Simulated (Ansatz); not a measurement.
Geometry optimisation, RKS PBE0-D4/def2-SVP in Ansatz 0.2.0.

input.yaml

```yaml
crystal:
  periodic: [false, false, false]
  atoms:
    - { symbol: Si, position_ang: [-1.665, 0.0354, -0.4916] }
    - { symbol: C, position_ang: [0.125, 0.1899, -0.2234] }
    - { symbol: Si, position_ang: [1.0282, -1.4211, -0.1551] }
    - { symbol: Si, position_ang: [0.709, 1.437, 1.0157] }
    - { symbol: Se, position_ang: [0.9976, 1.5271, -1.314] }
    - { symbol: H, position_ang: [-2.2915, 1.4466, -0.5768] }
    - { symbol: H, position_ang: [-1.9424, -0.6267, -1.7616] }
    - { symbol: H, position_ang: [-2.2908, -0.6412, 0.602] }
    - { symbol: H, position_ang: [0.5569, -2.2026, 1.027] }
    - { symbol: H, position_ang: [2.4981, -1.1612, 0.0729] }
    - { symbol: H, position_ang: [0.8504, -2.1615, -1.375] }
    - { symbol: H, position_ang: [1.8992, 1.1434, 1.7628] }
    - { symbol: H, position_ang: [-0.4545, 2.4001, 1.4318] }
basis:
  gaussian: { orbitals: def2-SVP }
hamiltonian:
  xc: pbe0
  dispersion: d4
relax:
  f_tol: 0.015
  max_steps: 40
```

Launched with:

```bash
$ ansatz run input.yaml --threads 2 --pin off --max-ram 3072MiB --backend cpu --events-out ev --progress --plain --runs-dir out
```

Q: Where does it end, and by what steps?

A: The run converged. After 5 steps the energy has fallen by 0.539 eV; H8 moved furthest, 0.24 Å.

```json
{"step": "0", "energy less start (eV)": "0.0000", "largest force component (eV/Å)": "1.954", "accepted": "yes"}
{"step": "1", "energy less start (eV)": "-0.4693", "largest force component (eV/Å)": "0.670", "accepted": "yes"}
{"step": "2", "energy less start (eV)": "-0.5244", "largest force component (eV/Å)": "0.213", "accepted": "yes"}
{"step": "3", "energy less start (eV)": "-0.5347", "largest force component (eV/Å)": "0.159", "accepted": "yes"}
{"step": "4", "energy less start (eV)": "-0.5381", "largest force component (eV/Å)": "0.036", "accepted": "yes"}
{"step": "5", "energy less start (eV)": "-0.5387", "largest force component (eV/Å)": "0.006", "accepted": "yes"}
```

```xyz
13
Properties=species:S:1:pos:R:3
Si -1.750 0.051 -0.483
C 0.092 0.131 -0.129
Si 1.064 -1.475 -0.099
Si 0.728 1.556 0.872
Se 1.007 1.512 -1.349
H -2.338 1.422 -0.406
H -1.993 -0.519 -1.843
H -2.416 -0.828 0.530
H 0.477 -2.395 0.927
H 2.489 -1.195 0.249
H 1.000 -2.145 -1.433
H 1.917 1.336 1.736
H -0.255 2.513 1.441
```

Time of the run: 71 s on 2 threads of Arm Neoverse N1 (shared host), peak memory 0.42 GiB.
